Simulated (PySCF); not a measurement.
trichloroethylene (C$_{2}$HCl$_{3}$), singlet, geometry from GFN2-xTB. Base run: PBE0/STO-3G (PySCF).

Input for PySCF:
```python
from pyscf import gto, scf, dft

mol = gto.Mole()
mol.atom = '''
    Cl    2.164304    0.650631   -0.024884
    C     0.968681   -0.568927   -0.034553
    C    -0.332364   -0.292371   -0.001418
    Cl   -0.967282    1.297247    0.054353
    Cl   -1.500229   -1.550861   -0.012694
    H     1.336608   -1.581513   -0.069361
'''
mol.basis = 'sto-3g'
mol.charge = 0
mol.spin = 0
mol.verbose = 4
mol.build()

mf = dft.RKS(mol)
mf.xc = 'pbe0'
mf.kernel()
mf.analyze()
```

The base run was repeated with changes; each row names its change, and settings that it needs were set with it.

```json
[
 {"change": "base", "ΔE vs base (mEh)": "0.000", "grid points": "94688", "electrons on the grid": "64.00000"},
 {"change": "grids.atom_grid = (75, 302)", "ΔE vs base (mEh)": "0.001", "grid points": "84024", "electrons on the grid": "64.00001"},
 {"change": "grids.prune = dft.gen_grid.treutler_prune", "ΔE vs base (mEh)": "0.001", "grid points": "88352", "electrons on the grid": "64.00000"},
 {"change": "grids.level = 0", "ΔE vs base (mEh)": "-61.226", "grid points": "7664", "electrons on the grid": "64.01153"},
 {"change": "grids.level = 5", "ΔE vs base (mEh)": "0.000", "grid points": "238640", "electrons on the grid": "64.00000"},
 {"change": "small_rho_cutoff = 0", "ΔE vs base (mEh)": "0.000", "grid points": "94688", "electrons on the grid": "64.00000"},
 {"change": "grids.level = 1", "ΔE vs base (mEh)": "-0.081", "grid points": "31784", "electrons on the grid": "64.00009"},
 {"change": "grids.prune = dft.gen_grid.sg1_prune", "ΔE vs base (mEh)": "0.059", "grid points": "36408", "electrons on the grid": "63.99958"},
 {"change": "grids.prune = off", "ΔE vs base (mEh)": "-0.001", "grid points": "164560", "electrons on the grid": "64.00000"},
 {"change": "grids.level = 4", "ΔE vs base (mEh)": "0.000", "grid points": "159000", "electrons on the grid": "64.00000"},
 {"change": "grids.becke_scheme = stratmann", "ΔE vs base (mEh)": "0.002", "grid points": "94688", "electrons on the grid": "64.00000"}
]
```
